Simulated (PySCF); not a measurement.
# Ionisation energy of Rb³⁵⁺ by level of theory

Rb³⁵⁺ 1s2 (1S) → Rb³⁶⁺ 1s1 (2S), as a difference of total energies. All numbers are calculated (PySCF 2.14, scalar relativity by spin-free X2C-1e, in an uncontracted even-tempered set (17 s from 53 bohr⁻², ratio 2.2; 7 p from 81 bohr⁻², ratio 2.4; 4 d from 240 bohr⁻², ratio 2.4; 3 f from 360 bohr⁻², ratio 2.4; 3 g from 550 bohr⁻², ratio 2.4)). Correlated levels: nothing frozen; virtual orbitals above 40 to 60 times the deepest correlated orbital energy dropped. The calculations carry no spin-orbit coupling.

```csv
method,ionisation energy (eV)
UHF,18325.6
MP2 (all electrons),18327.0
SCS-MP2 (all electrons),18327.3
CCSD (all electrons),18327.0
```

For this ion Breit and QED terms and the two-electron picture change, all absent here, outweigh the differences among the correlated methods.

With two correlated electrons CCSD is exact in that space.

For comparison: 18305.9 eV (theoretical estimate listed by NIST; NIST Atomic Spectra Database, ionization energies).
